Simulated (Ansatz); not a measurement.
C4F5, doublet (typed; the unrestricted solution is spin-contaminated), at a GFN2-xTB geometry of the parent state (the spin is typed, not shown lowest); MP2/def2-SVP (Ansatz, an electronic-structure program).

Here is a job for Ansatz.
Ansatz 0.2 input:
```yaml
crystal:
  periodic: [false, false, false]
  atoms:
    - {symbol: F, position_ang: [3.08265811, -0.16194009, 0.71814733]}
    - {symbol: C, position_ang: [2.27790735, -0.21138593, -0.24955280]}
    - {symbol: F, position_ang: [2.81326654, -0.39316173, -1.37513859]}
    - {symbol: C, position_ang: [0.90833619, -0.07520646, -0.08864941]}
    - {symbol: C, position_ang: [-0.29348677, 0.04953460, 0.05394729]}
    - {symbol: C, position_ang: [-1.78196693, 0.17293999, 0.20454533]}
    - {symbol: F, position_ang: [-2.09684857, 0.46816293, 1.44735152]}
    - {symbol: F, position_ang: [-2.21882379, 1.11924697, -0.60657563]}
    - {symbol: F, position_ang: [-2.32077882, -0.98956287, -0.13064493]}
basis:
  gaussian:
    orbitals: def2-SVP
magnetization: {spin_polarized: true, initial_magnetization: 1}
correlation: {method: mp2}
```

Q: Predict the main parts of the log of this Ansatz run.

A: 
```
Functional definition: HF
1230 factors; integrals over basis functions are off by at most 1.1e-3 eV
mean field evaluation 1: about -17627.0547 eV, gradient 3.8e1 eV
mean field evaluation 2: about -17627.2627 eV, gradient 3.8e1 eV
mean field evaluation 4: about -17633.4999 eV, gradient 3.7e0 eV
mean field evaluation 8: about -17633.7707 eV, gradient 7.3e-1 eV
mean field evaluation 16: about -17633.8279 eV, gradient 2.6e-5 eV
mean field -17633.82790735 eV, -648.0312229573 hartree, gradient 3.6e-6 eV, S^2 0.988274; 0 other end points of the search recorded, 0 dependent functions left out
9 core orbitals not correlated
reference -17633.82790735 eV, -648.0312229573 hartree; 26, 25 occupied and 91, 92 virtual orbitals, 1230 factors
second order -37.04296378 eV of doubles, -0.00000000 eV of singles
Total energy: -17670.87087113 eV, -649.3925267675 hartree
```
